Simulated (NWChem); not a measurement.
Isomers of C2H6BFO, each optimised at B3LYP/6-31G* with NWChem, gas phase unless a solvent is named. Flexible species stand in one conformer each, which need not be the lowest. Pople sets run with spherical d functions.

A: FB(CO)C
B: C(F)B(C)O
C: C(C)B(F)O

Task: Rank them by orbital gap (eV), B3LYP/6-31G*, lowest first.

Result: A (7.46), B (8.52), C (9.70)
